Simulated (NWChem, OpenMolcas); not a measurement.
SnNH2F (SMILES [NH2][Sn][F]): methods side by side

The species is SnNH2F (5 atoms), meant as a singlet with charge 0. As SMILES, `[NH2][Sn][F]`. The coordinates come from a PBE0-D4/def2-TZVP relaxation. This is one conformer, not always the lowest.

```xyz
5

N    -0.3029    0.4955   -0.3933
Sn    0.3389   -0.0537    1.4232
F     0.9669   -1.7759    0.7543
H    -0.7468    1.3693   -0.6291
H    -0.2062   -0.1089   -1.1966
```

Quantity: the energy change with the N1–H4 bond stretched from 1.008 to 1.815 Å, in eV. The values are calculated.

```
                                         level                   kind     program  value (eV)  less CCSD(T)/def2-SVP  CPU time (all runs)
   HF/def2-SVP (core potential) (unrestricted)           Hartree–Fock  OpenMolcas        3.84                  +0.16                8.7 s
  SVWN5/def2-SVP (core potential) (restricted)                    LDA  OpenMolcas        3.60                  -0.08                 23 s
    PBE/def2-SVP (core potential) (restricted)                    GGA  OpenMolcas        3.53                  -0.15                 35 s
 r2SCAN/def2-SVP (core potential) (restricted)               meta-GGA  OpenMolcas        3.78                  +0.10                 44 s
   PBE0/def2-SVP (core potential) (restricted)          global hybrid  OpenMolcas        3.94                  +0.26                 29 s
 B2PLYP/def2-SVP (core potential) (restricted)          double hybrid  OpenMolcas        3.83                  +0.15                 25 s
    MP2/def2-SVP (core potential) (restricted)    perturbation theory      NWChem        4.00                  +0.32                 34 s
CCSD(T)/def2-SVP (core potential) (restricted)  coupled cluster or CI  OpenMolcas        3.68                   0.00                 60 s
```

Differences are taken from CCSD(T)/def2-SVP (core potential) (restricted) for orientation; it has basis-set and higher-order errors of its own. At this stretch a single reference begins to fail. The first shape isn't each level's own minimum. The values span 3.53 to 4.00 eV. Spin contamination of the reference (⟨S²⟩ at least 0.1 too high) touches HF/def2-SVP. In the correlated wave-function rows the outer d shell of Sn is correlated, in sets not made for it. CPU times are rough (shared hosts, several kinds of processor): they show what a rung costs within a factor of a few.
